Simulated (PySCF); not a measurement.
hexafluoroantimonate (F6Sb), SMILES [F][Sb-]([F])([F])([F])([F])[F], charge -1. Geometry: B3LYP-D3(BJ)/def2-SVPD. The def2 effective core potentials stand for the cores of Sb; spin–orbit coupling is left out.

Computed equilibrium geometry at B3LYP-D3(BJ)/def2-SVPD (PySCF confirms it by a frequency run) as bond lengths and angles, and its point group:
point group Oh.
Atoms: F1 Sb2 F3 F4 F5 F6 F7. Bonded distances (Å): F1–Sb2 1.942, Sb2–F3 1.942, Sb2–F4 1.942, Sb2–F5 1.942, Sb2–F6 1.942, Sb2–F7 1.942. Bond angles (°): F1–Sb2–F3 90.0, F1–Sb2–F4 90.0, F1–Sb2–F5 90.0, F1–Sb2–F6 180.0, F1–Sb2–F7 90.0, F3–Sb2–F4 90.0, F3–Sb2–F5 90.0, F3–Sb2–F6 90.0, F3–Sb2–F7 180.0, F4–Sb2–F5 180.0, F4–Sb2–F6 90.0, F4–Sb2–F7 90.0, F5–Sb2–F6 90.0, F5–Sb2–F7 90.0, F6–Sb2–F7 90.0.
Charge -1, spin multiplicity 1.
